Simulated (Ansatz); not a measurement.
## Worked example: GaH2(NH2) + C3H9BO → GaH2(OH) + C3H10BN

Species: GaH2(NH2), singlet; C3H9BO `CC(C)BO`, singlet; GaH2(OH), singlet; C3H10BN `CC(C)BN`, singlet. The partners trade NH2 for OH: Ga–NH2 and B–OH bonds give way to Ga–OH and B–NH2.

Shapes, held fixed at every level: PBE0-D4/def2-TZVP. Flexible molecules stand in one conformer, not always the lowest. Programs: Ansatz 0.2.0. The zero-point and thermal change to 298 K, harmonic and unscaled (PBE0-D4/def2-TZVP), is +0.9 kJ/mol.

At CCSD(T)/def2-TZVPP; 1 Eh = 2625.50 kJ/mol:

| species | energy (Eh) |
| --- | --- |
| GaH2(NH2) | -1980.546097 |
| C3H9BO | -219.486048 |
| GaH2(OH) | -2000.413314 |
| C3H10BN | -199.623798 |

Task: Work out ΔH(298 K) of the reaction at this level.

Result: 
1. Products less reactants: (-2000.413314) + (-199.623798) − [(-1980.546097) + (-219.486048)] = -0.004967 Eh = -13.0 kJ/mol.
2. With the thermal change: -13.0 + (+0.9) = -12.1 kJ/mol.

Other levels give -13.9 (B2PLYP/def2-TZVPP) to -11.6 kJ/mol (SPW92/def2-TZVPP). No measured value is set beside it here. Relativity is left out for Ga. Outer-core shells of Ga are correlated in most correlated rows, in sets that cover them unevenly.
